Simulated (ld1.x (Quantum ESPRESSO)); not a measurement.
Which change was made? (Be, TM semilocal)

* Element: beryllium
* Generator: ld1.x (Quantum ESPRESSO) 7.5
* Type: norm-conserving Troullier–Martins (semilocal form)
* Functional: LDA (PZ)
* Relativity: scalar-relativistic
* Frozen core: [He]
* Valence charge: 2
* Reference configuration: 2s2 2p0
* Partial waves: 2s (bound): rc 1.75 bohr; 2p (bound, empty): rc 4.20 bohr
* Local potential: the p channel
* Core correction: none

Cutoffs, loose and tight: the cutoffs (Ry, on a coarse ladder) from which the occupation-weighted sum of valence levels, in a spherical-Bessel basis at the reference potential, stays within 10 and 1 mRy of its value at 400 Ry. They do not see the model core or the augmentation charge, which bear on the density cutoff. Test errors are all-electron minus pseudo excitation energies from the reference, over the configurations 2s1 2p0; 2s1.5 2p0; 2s1 2p1; 2s0 2p1; 2s0 2p2 (two spin-polarised tests are not counted in the largest error); variants that change the core or the reference have their own tests.

The base gives: outcome: generated; cutoff, loose: 10 Ry; cutoff, tight: 30 Ry; bound ghosts: none; largest test error (meV): -164.

Q: After one change the result is: outcome: generated; cutoff, loose: 8 Ry; cutoff, tight: 18 Ry; bound ghosts: none; largest test error (meV): -172. Which change was it?
A. wave 2s (bound): rc 1.75 bohr becomes 2s (bound): rc 2.64 bohr
B. wave 2s (bound): rc 1.75 bohr becomes 2s (bound): rc 1.18 bohr
C. wave 2s (bound): rc 1.75 bohr becomes 2s (bound): rc 2.24 bohr

A: C. The others give: wave 2s (bound): rc 1.75 bohr becomes 2s (bound): rc 1.18 bohr → outcome: generated; cutoff, loose: 45 Ry; cutoff, tight: 90 Ry; bound ghosts: none; largest test error (meV): -159 | wave 2s (bound): rc 1.75 bohr becomes 2s (bound): rc 2.64 bohr → outcome: generated; cutoff, loose: 6 Ry; cutoff, tight: 10 Ry; bound ghosts: none; largest test error (meV): -187.
